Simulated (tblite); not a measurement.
CsF (SMILES [F][Cs]), singlet, geometry from GFN2-xTB (such geometries of metal compounds can be far from the true shape); GFN1-xTB run with tblite.

Here is a job for tblite.
```
$ tblite run mol.xyz --method gfn1 --charge 0 --spin 0 --spin-polarized --json tblite.json --no-restart

# file mol.xyz
2

Cs    -0.00000000    -0.00000000    -0.32413647
F      0.00000000     0.00000000     1.98083399
```

The log (banner, timings and long lists left out):

```
xTB calculator
 | screened Coulomb repulsion
 | Coulomb electrostatics
 |  * isotropic Klopman-Ohno-Mataga-Nishimoto electrostatics
 |  * onsite third-order electrostatics
 | DFT-D3(BJ) dispersion correction
 | Interactions (1)
 | [1] spin polarization

halogen bonding energy    0.0000000000000E+00 Eh
repulsion energy          1.7965450828524E-03 Eh
dispersion energy        -1.0679004160243E-04 Eh
interaction energy        0.0000000000000E+00 Eh
number of electrons       8.0000000000000E+00 e
integral cutoff           4.0000000000000E+01 bohr

------------------------------------------------------------
  cycle        total energy    energy error   density error
------------------------------------------------------------
      1     -5.375627112168  -5.3773169E+00   4.9787732E-01
      2     -5.403021108207  -2.7393996E-02   2.9189309E-01
      3     0.7016554862968   6.1046766E+00   1.9182226E+00
      4      6.629963049879   5.9283076E+00   2.6905671E+00
      5     -5.411093689424  -1.2041057E+01   2.3537998E-01
      6     -5.412015520850  -9.2183143E-04   2.1836663E-01
      7     -5.419908775394  -7.8932545E-03   1.0644768E-01
      8     -5.421099312240  -1.1905368E-03   9.8714181E-02
      9     -5.422093175013  -9.9386277E-04   9.2408128E-02
     10     -5.425223205482  -3.1300305E-03   6.9602050E-02
     11     -5.429108007354  -3.8848019E-03   2.8902286E-02
     12     -5.429941052813  -8.3304546E-04   7.6781972E-03
     13     -5.430009071249  -6.8018436E-05   9.2054006E-04
     14     -5.430009795235  -7.2398542E-07   7.1633273E-05
     15     -5.430009799301  -4.0660790E-09   4.7864044E-05
     16     -5.430009801907  -2.6060327E-09   1.0602389E-06
------------------------------------------------------------

electronic energy        -5.4316995569479E+00 Eh
total energy             -5.4300098019067E+00 Eh

Post processing:
 | Mayer-Wiberg bond orders

[Info] JSON dump of results written to 'tblite.json'
```
